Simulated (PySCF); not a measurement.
# Group charges in `C[Si@@H](P)SC1(C)CC1`

Species: C₅H₁₃PSSi.
SMILES with atom numbers: `[CH3:1][Si@@H:2]([PH2:3])[S:4][C:5]1([CH3:6])[CH2:7][CH2:8]1` (hydrogens: H9, H10, H11 on C1; H12 on Si2; H13, H14 on P3; H15, H16, H17 on C6; H18, H19 on C7; H20, H21 on C8)

Structure used (GFN2-xTB), in Å, numbered top down from 1:
```
atom  x, y, z in Å
C1     1.6282   -1.7104    0.0191
Si2    1.7233   -0.0254    0.8958
P3     2.5742    1.4146   -0.6149
S4    -0.2023    0.6404    1.6214
C5    -1.3343    0.2577    0.2519
C6    -2.0014   -1.0841    0.4099
C7    -1.0126    0.7920   -1.1091
C8    -2.1136    1.4124   -0.3017
H9     1.0038   -1.6544   -0.8692
H10    2.6192   -2.0223   -0.2971
H11    1.2274   -2.4805    0.6710
H12    2.4577   -0.1142    2.1592
H13    3.8876    1.1569   -0.2685
H14    2.5040    2.5198    0.2166
H15   -1.2643   -1.8847    0.4224
H16   -2.6967   -1.2604   -0.4086
H17   -2.5515   -1.1130    1.3489
H18   -0.1037    1.3621   -1.2465
H19   -1.2761    0.1828   -1.9618
H20   -3.1378    1.2383   -0.5970
H21   -1.9398    2.3894    0.1219
```

Atomic charges (e) from the PBE0/pcSseg-1 density (PySCF):

| atom | Mulliken | IAO | Hirshfeld | ESP-fitted |
| --- | --- | --- | --- | --- |
| C1 | -0.6113 | -0.7126 | -0.2135 | -0.6512 |
| Si2 | +0.4997 | +0.6612 | +0.2907 | +0.5681 |
| P3 | -0.2334 | -0.1258 | -0.0152 | -0.3629 |
| S4 | -0.1800 | -0.1795 | -0.0857 | -0.4250 |
| C5 | -0.6026 | -0.0602 | +0.0060 | +0.5800 |
| C6 | -0.0899 | -0.4116 | -0.1222 | -0.7619 |
| C7 | -0.1532 | -0.2932 | -0.0950 | -0.1877 |
| C8 | -0.1091 | -0.2869 | -0.0931 | -0.3688 |
| H9 | +0.1570 | +0.1597 | +0.0415 | +0.1458 |
| H10 | +0.1465 | +0.1593 | +0.0437 | +0.1966 |
| H11 | +0.1514 | +0.1598 | +0.0445 | +0.1571 |
| H12 | -0.0333 | -0.1119 | -0.0795 | -0.1063 |
| H13 | +0.0702 | 0.0000 | -0.0091 | +0.1087 |
| H14 | +0.0709 | +0.0048 | -0.0091 | +0.1047 |
| H15 | +0.1215 | +0.1424 | +0.0383 | +0.1985 |
| H16 | +0.1003 | +0.1387 | +0.0447 | +0.2014 |
| H17 | +0.1277 | +0.1510 | +0.0400 | +0.1853 |
| H18 | +0.1739 | +0.1493 | +0.0293 | +0.0712 |
| H19 | +0.1272 | +0.1486 | +0.0490 | +0.0835 |
| H20 | +0.1277 | +0.1480 | +0.0495 | +0.1282 |
| H21 | +0.1388 | +0.1589 | +0.0448 | +0.1350 |

Cut each of the bonds C1–Si2, Si2–S4, P3–Si2, S4–C5 and C6–C5 in turn and sum the charges on the side of the atom named first.

In e; the other side holds the opposite charge:

```json
{"bond cut": "C1–Si2", "piece": "CH3", "atoms": "4", "Mulliken": "-0.156", "IAO": "-0.234", "Hirshfeld": "-0.084", "ESP-fitted": "-0.152"}
{"bond cut": "Si2–S4", "piece": "CH6PSi", "atoms": "9", "Mulliken": "+0.218", "IAO": "+0.195", "Hirshfeld": "+0.094", "ESP-fitted": "+0.161"}
{"bond cut": "P3–Si2", "piece": "PH2", "atoms": "3", "Mulliken": "-0.092", "IAO": "-0.121", "Hirshfeld": "-0.033", "ESP-fitted": "-0.149"}
{"bond cut": "S4–C5", "piece": "CH6PSSi", "atoms": "10", "Mulliken": "+0.038", "IAO": "+0.015", "Hirshfeld": "+0.008", "ESP-fitted": "-0.264"}
{"bond cut": "C6–C5", "piece": "CH3", "atoms": "4", "Mulliken": "+0.260", "IAO": "+0.020", "Hirshfeld": "+0.001", "ESP-fitted": "-0.177"}
```

Extremes among these pieces. Mulliken: lowest CH3 at C1, highest CH3 at C6; IAO: lowest CH3 at C1, highest CH6PSi at Si2; Hirshfeld: lowest CH3 at C1, highest CH6PSi at Si2; ESP-fitted: lowest CH6PSSi at S4, highest CH6PSi at Si2.

Do the schemes agree better on the pieces than on the single atoms at the cuts?

The spread between schemes averages 0.226 e for the pieces and 0.446 e for the atoms named first; it is smaller for the piece at 5 of the 5 cuts. On average they agree better on the pieces. The sign differs between schemes (beyond ±0.03 e) for CH6PSSi at S4 and CH3 at C6.

The structure is a single GFN2-xTB conformer in the gas phase; no vibrational or solvent corrections.

These values come from a run that also computed NMR shieldings. Time: 90 s of wall time; peak memory 1.0 GiB. Hardware: Arm Neoverse N1, one thread, no GPU, shared host with 64 logical CPUs at a one-minute load of 61.
